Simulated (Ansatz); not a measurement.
One change: `[NH2][Zr]([NH2])([NH2])[Cl]` becomes `[NH2][Ti]([NH2])([NH2])[Cl]`.

Ansatz, PBE0-D4/def2-TZVP geometries, multiplicity 1. Each molecule was computed in one conformer, which needn't be the lowest.

Elements past krypton have def2 core potentials. Scalar relativity is left out up to krypton.

```tsv
property	`[NH2][Zr]([NH2])([NH2])[Cl]`
size of the dipole moment (ωB97M-V/def2-TZVPP) / D	2.83
HOMO–LUMO gap (PBE/def2-TZVPP) / eV	4.68
LUMO energy (B3LYP/def2-TZVPP) / eV	-0.67
HOMO energy (ωB97M-V/def2-TZVPP) / eV	-9.74
HOMO–LUMO gap (ωB97M-V/def2-TZVPP) / eV	10.51
HOMO energy (B3LYP/def2-TZVPP) / eV	-7.13
```

**Question.** What does the change do to each property? (An estimate is asked.)

**Answer.** The calculation gave: 
```tsv
property	`[NH2][Ti]([NH2])([NH2])[Cl]`	shift
size of the dipole moment (ωB97M-V/def2-TZVPP) / D	2.90	0.07
HOMO–LUMO gap (PBE/def2-TZVPP) / eV	3.86	-0.82
LUMO energy (B3LYP/def2-TZVPP) / eV	-1.61	-0.94
HOMO energy (ωB97M-V/def2-TZVPP) / eV	-9.93	-0.19
HOMO–LUMO gap (ωB97M-V/def2-TZVPP) / eV	10.78	0.27
HOMO energy (B3LYP/def2-TZVPP) / eV	-7.30	-0.17
```

With PBE0 the HOMO falls by 0.17 eV and the LUMO falls by 0.89 eV, so the gap narrows by about 0.72 eV. PBE moves the HOMO by -0.17 eV and ωB97M-V by -0.19 eV. Dipoles are sizes alone; their direction can turn.

Positive LUMOs are unbound, so they and the gaps depend on the basis.

B3LYP here is the variant with VWN-RPA as its local correlation; programs differ in this.
